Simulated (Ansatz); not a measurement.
As3S3, relaxed as a doublet with UKS PBE0-D4/def2-SVP in Ansatz, starting from the GFN2-xTB geometry. Force threshold 0.02 eV/Å.

Another isomer (doublet) lies 0.66 eV lower at PBE0-D4/def2-TZVP; other spin states weren't run for this one.

Start:

```xyz
6

As    1.090    1.055    0.960
As    1.438   -1.105   -0.113
As   -0.821   -1.937   -0.431
S    -1.947   -0.056   -0.345
S    -1.165    1.169    1.148
S     1.404    0.875   -1.219
```

Estimate the energy that the relaxation releases and the steps that it takes.

0.7 kcal/mol, in 6 steps; 41 s on 4 threads of Arm Neoverse V1 on a shared host. No frequencies were taken in this run, so the end may be a saddle point.

Does the start keep its bonding and symmetry?

By distances, no bond broke or formed. The bond that changes most is As3–S4, from 2.19 to 2.22 Å (atoms count from 1).

Predict the relaxed structure.


Cartesian coordinates in Å:
```
As 1.0785 1.0789 0.9438
As 1.4575 -1.1144 -0.0765
As -0.8141 -1.9168 -0.4201
S -1.9004 0.0133 -0.3991
S -1.1779 1.0989 1.2069
S 1.3564 0.8401 -1.2550
```
Bond lengths: 4 × As–S 2.22 to 2.28 Å; 2 × As–As 2.43 to 2.45 Å; 1 × S–S 2.07 Å.
